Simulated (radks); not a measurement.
Problem. The molybdenum ion Mo4+, configuration [Kr] 4d2. Calculated with a radial shooting solver on a logarithmic mesh with Libxc functionals: scalar-relativistic Kohn-Sham, r2SCAN, spin-polarised, spherical densities, finite nucleus; open shells are filled with parallel spins first (spin-orbit coupling, left out, can overturn this in heavy ions); meta-GGA in the generalised Kohn-Sham scheme; Fermi nuclear charge, rms radius 4.4091 fm. Some entries of the table are withheld. Estimate them.

orbital  occ.  eigenvalue (hartree)  <r> (bohr)
1s down     1             -731.8544     0.03517
1s up       1             -731.8537     0.03517
2s up       1             -105.3753      0.1536
2s down     1             -105.3592      0.1536
2p up       3             -94.29982      0.1340
2p down     3             -94.28828      0.1339
3s up       1             -19.62143      0.4277
3s down     1             -19.61631      0.4277
3p up       3             -15.95757      0.4297
3p down     3             -15.95076      0.4298
3d up       5             -10.01900      0.4149
3d down     5             -10.00579      0.4149
4s up       1              -4.19065       1.093
4s down     1              -4.11597       1.088
4p up       3                   (1)       1.197
4p down     3                   (2)       1.190
4d up       2                   (3)         (4)
4d down     0                   (5)         (6)

Solution. 
(1) 4p up eigenvalue (hartree): -3.18727
(2) 4p down eigenvalue (hartree): -3.10371
(3) 4d up eigenvalue (hartree): -1.72932
(4) 4d up <r> (bohr): 1.507
(5) 4d down eigenvalue (hartree): -1.62524
(6) 4d down <r> (bohr): 1.492
